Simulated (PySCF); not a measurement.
SnH3I, SMILES [SnH3][I].

Coordinates come from a B3LYP-D3(BJ)/def2-TZVP optimisation. The def2 effective core potentials stand for the cores of I, Sn; spin–orbit coupling is left out.

All values below come from IEF-PCM-PBE0/def2-SVP (PySCF 2.14.0).

The values are the electrostatic part of the solvation free energy, E(continuum) − E(gas) at the gas-phase geometry, in a cavity of scaled van der Waals radii (PySCF's table); cavitation and dispersion terms are not included. A continuum can't describe solvent molecules that bind to the metal. In vacuum the orbital gap is 6.06 eV. The dipole moment in vacuum is 2.20 D.

```tsv
solvent	ε	ΔG(elec) (kcal/mol)	dipole (D)	gap (eV)
water	78.36	-2.0	3.08	6.35
acetone	20.49	-1.9	3.03	6.33
benzene	2.27	-0.9	2.59	6.19
```
